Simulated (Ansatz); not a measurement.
Molecule: LiO (charge 0, doublet). 
Structure (B3LYP-D3(BJ)/def2-TZVP (Ansatz, an electronic-structure program) minimum search):
```
Li
O 1 1.6831
```
Charge 0, spin multiplicity 2.

Parts of the frozen-core correlation energy in def2-SVP (Ansatz, hartree). Frozen orbitals: 2; correlated occupied orbitals by spin: 4 and 3; virtual: 17 and 18. UHF or UKS for open shells. Spin-orbit coupling is left out. No relativistic terms.

| term | value |
|---|---|
| reference (HF) | -82.20687 |
| MP2 opposite-spin | ? |
| MP2 same-spin | ? |
| CCSD correlation | -0.16134 |
| (T) | ? |
| CCSDT minus CCSD(T) | -0.00028 |
| CCSDT(Q) minus CCSD(T) | -0.00065 |
| T1 diagnostic | 0.020 |
| largest doubles amplitude | 0.047 |
| <S^2> of the reference | 0.756 |

Q: Fill in the missing entries.

A: 
- MP2 opposite-spin, value: -0.11124
- MP2 same-spin, value: -0.03855
- (T), value: -0.00203
